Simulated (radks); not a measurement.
These are the eigenvalues of the occupied orbitals of an atom or ion with whole-number occupations (eV). Calculated with a radial shooting solver on a logarithmic mesh with Libxc functionals: scalar-relativistic Kohn-Sham, LDA (Slater exchange, Perdew-Wang correlation), spin-polarised, spherical densities, point nucleus.

orbital  eigenvalue
1s up     -70928.16
1s down   -70927.81
2s up     -15097.69
2s down   -15086.36
2p up     -13688.34
2p down   -13679.18
3s up     -5747.900
3s down   -5735.498
3p up     -5328.541
3p down   -5315.963
3d up     -4920.478

Which element is it, and in what charge state? The configuration may be excited. Open shells, if any, are filled with parallel spins first.

Answer. Z = 73, tantalum, charge +53: Ta53+ in [Ar] 3d2. The list shows which subshells hold electrons but not how many an open one holds; the 1s level, -2606.6 hartree, gives Z - s = 72.2 by -(Z - s)^2/2, which with screening and relativity narrows Z to a few neighbours, and the depths of the outer levels then fix element, charge and occupations together.
